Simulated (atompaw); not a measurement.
## What one change does to a pseudopotential (helium, PAW (atompaw))

```json
{
  "Element": "helium",
  "Generator": "atompaw 4.2.0.5",
  "Type": "PAW",
  "Functional": "PBEsol",
  "Relativity": "scalar-relativistic",
  "Frozen core": "none",
  "Valence charge": "2",
  "Reference configuration": "1s2",
  "Partial waves": "1s (bound): rc 0.45 bohr; 1s channel at -0.75 Ry: rc 0.45 bohr; 2p channel at 0.05 Ry: rc 0.45 bohr; 2p channel at 1.85 Ry: rc 0.45 bohr",
  "Local potential": "troulliermartins scheme with l = 2 at 0 Ry, radius 0.45 bohr",
  "Core correction": "none",
  "Augmentation charge": "sinc compensation charge, radius 0.35 bohr; PAW radius 0.45 bohr; waves and projectors: custom rrkj vanderbiltortho"
}
```

All-electron outer shells of the reference configuration (PBEsol, scalar-relativistic, ld1.x):

| shell | level (eV) | outermost node (bohr) | outermost maximum (bohr) |
| --- | --- | --- | --- |
| 1s | -15.50 | – | 0.57 |

Change: wave 1s channel at -0.75 Ry: rc 0.45 bohr becomes 1s channel at -0.75 Ry: rc 0.44 bohr.

Cutoffs: the cutoffs (Ry, on a coarse ladder) from which the occupation-weighted sum of valence levels, in a spherical-Bessel basis at the reference potential, stays within 10 and 1 mRy of its value at 400 Ry; they do not see the model core or the augmentation charge, which bear on the density cutoff.

Question: What does the change do?

Answer: The potential gets softer (140 Ry and 230 Ry → 120 Ry and 200 Ry); neither file shows a bound ghost.

| quantity | base | changed |
| --- | --- | --- |
| cutoff, loose | 140 Ry | 120 Ry |
| cutoff, tight | 230 Ry | 200 Ry |
| bound ghosts | none | none |
| s: phases at 0.45 bohr within 0.05 rad from the reference energy up to (Ry; the scan ends near 5) | to the end of the scan | to the end of the scan |
| p: phases at 0.45 bohr within 0.05 rad from the reference energy up to (Ry; the scan ends near 5) | to the end of the scan | to the end of the scan |
| lowest overlap eigenvalue by channel | s 0.99, p 0.99 | s 0.39, p 0.99 |

 The cutoffs see the waves, projectors and local potential, not the compensation charge or the core.
